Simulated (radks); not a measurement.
Spherical quantum dot in the effective-mass picture: electrons in a well V = -V0 / (1 + exp((r - R)/a)) with V0 = 26.5, R = 2.19, a = 0.094, with a point charge +2 (a donor) at the centre, all in effective atomic units (hartree* = m*/eps^2 hartree, bohr* = eps/m* bohr), one dielectric constant everywhere. Method: non-relativistic Kohn-Sham, exchange-only LDA, spin-polarised, spherical densities; computed with a radial shooting solver with Libxc functionals. Levels are named by radial order and angular momentum (1s, 1p, 1d, 2s, ...), and open shells are averaged over m.

N = 26, configuration 1s2 1p6 1d10 2s2 1f(up 6, down 0). This is the lowest configuration that the search found. Occupied and some empty levels:

level    occupation  eigenvalue (hartree*)  <r> (bohr*)
1s up             1                -11.574        1.260
1s down           1                -11.471        1.234
1p up             3                -10.783        1.490
1p down           3                -10.648        1.483
1d up             5                -9.7674        1.576
1d down           5                -9.6220        1.573
2s up             1                -9.4353       0.9608
2s down           1                -9.3754       0.9794
1f up             6                -8.4570        1.639
1f down           0                -8.3064        1.638
1g up             0                -6.8723        1.690
2p up             0                -6.7950        1.183
2p down           0                -6.7228        1.183
1g down           0                -6.7192        1.690
2d up             0                -4.6120        1.326
2d down           0                -4.5236        1.324

Energy (hartree*): total -451.113, kinetic 73.470, external -710.26, Hartree 203.07, exchange-correlation -17.396.

Electron density:

r (bohr*)  n(r) (e/bohr*^3)
0.140                 3.527
0.296                 1.932
0.452                 1.096
0.608                0.6792
0.763                0.5144
0.919                0.5160
1.07                 0.6288
1.23                 0.7968
1.39                 0.9452
1.54                 0.9847
1.70                 0.8500
1.85                 0.5588
2.01                 0.2468
2.17                0.06432
2.32                0.01055
2.48               0.001423
2.63              0.0001895
2.79             0.00002546
2.94              3.530e-06
3.10              5.017e-07
